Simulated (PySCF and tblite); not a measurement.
Values are calculated unless marked as measured or tabulated.
System: C₄H₁₁NSi, numbered as in [CH2:1]1[CH2:2][NH:3][CH2:4][SiH2:5][CH2:6]1.

Motion: pyramidal inversion at N3. GFN2-xTB gives an electronic barrier of 5.9 kcal/mol and a reaction energy of 0.9 kcal/mol.

Task: What does PBE0/pcSseg-1 + D3(BJ) give on GFN2-xTB geometries?

Result: A barrier of 3.1 kcal/mol, 2.8 below the tight-binding barrier (from unrounded values), a reaction energy of -1.5 kcal/mol and, with GFN2-xTB thermal terms, ΔG‡(298 K) = 1.8 kcal/mol and k = 2.8×10¹¹ s⁻¹ (1 equivalent path).

Programs: tblite and PySCF.
